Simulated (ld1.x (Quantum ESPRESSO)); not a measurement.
**What the settings do to the TM semilocal potential of vanadium**

Base potential:

vanadium, norm-conserving Troullier–Martins (semilocal form), made with ld1.x (Quantum ESPRESSO) 7.5 (LDA (PZ), scalar-relativistic). Core [Ne], reference 3s2 3p6 3d3 4s0 4p0 (charge +2). Waves: 3s (bound): rc 1.20 bohr; 3p (bound): rc 0.95 bohr; 3d (bound): rc 2.05 bohr. Local part: the d channel. Core correction: Bessel-smoothed model core, default radius (core density twice the valence density).

All-electron outer shells of the reference configuration (LDA (PZ), scalar-relativistic, ld1.x):

```
shell  level (eV)  outermost node (bohr)  outermost maximum (bohr)
   2p     -519.37                      –                      0.21
   3s      -86.45                   0.38                      0.82
   3p      -60.57                   0.35                      0.84
   3d      -21.59                      –                      0.88
   4s      -17.89                   1.16                      2.43
   4p      -12.94                   1.27                      2.86
```

Cutoffs, loose and tight: the cutoffs (Ry, on a coarse ladder) from which the occupation-weighted sum of valence levels, in a spherical-Bessel basis at the reference potential, stays within 10 and 1 mRy of its value at 400 Ry. They do not see the model core or the augmentation charge, which bear on the density cutoff. Test errors are all-electron minus pseudo excitation energies from the reference, over the configurations 3s2 3p6 3d3 4s2 4p0; 3s2 3p6 3d3 4s1 4p0; 3s2 3p6 3d2 4s0 4p0; 3s2 3p5 3d3 4s2 4p0; 3s2 3p6 3d3.5 4s1.5 4p0; 3s2 3p6 3d4 4s0 4p0; 3s2 3p6 3d4 4s1 4p0 (two spin-polarised tests are not counted in the largest error). A dash means not determined; rows that change the core or the reference have their own tests.

A semilocal file is local in each channel, so a ghost entry of none says nothing of the separable form that plane-wave codes build from it.

```tsv
change	outcome	cutoff, loose	cutoff, tight	bound ghosts	largest test error (meV)
base	generated	100 Ry	180 Ry	none	+591
all radii but the core radius scaled by about 0.75 (s 0.90, p 0.72, d 1.54 bohr)	generated	300 Ry	over 300 Ry	none	+103
all radii but the core radius scaled by about 0.84 (s 1.00, p 0.80, d 1.72 bohr)	generated	160 Ry	over 300 Ry	none	+142
all radii but the core radius scaled by about 0.93 (s 1.12, p 0.88, d 1.90 bohr)	generated	110 Ry	200 Ry	none	+346
all radii but the core radius scaled by about 1.03 (s 1.24, p 0.98, d 2.12 bohr)	generated	100 Ry	180 Ry	none	+701
all radii but the core radius scaled by about 1.11 (s 1.34, p 1.06, d 2.28 bohr)	generated	90 Ry	140 Ry	none	+1134
all radii but the core radius scaled by about 1.21 (s 1.46, p 1.14, d 2.48 bohr)	generated	80 Ry	100 Ry	none	+1968
all radii but the core radius scaled by about 1.30 (s 1.56, p 1.22, d 2.66 bohr)	generated	70 Ry	100 Ry	none	+2480
all radii but the core radius scaled by about 1.37 (s 1.64, p 1.30, d 2.80 bohr)	generated	45 Ry	90 Ry	none	+3046
```

Reading the sweep of the scale of all radii but the core radius (base = 1) (base included, trends over the rows without a ghost): The loose cutoff falls from 300 Ry at 0.75 to 45 Ry at 1.37. A larger radius leaves more room for a smooth pseudo-wave, so fewer plane waves are needed; a smaller one forces it to follow the all-electron wave where it bends sharply. The median size of the test errors (rows with all tests solved) rises from 43.0 meV at 0.75 to 1043.8 meV at 1.37. More of the atom is replaced by a form fitted at one configuration, so other configurations suffer as the radius grows.
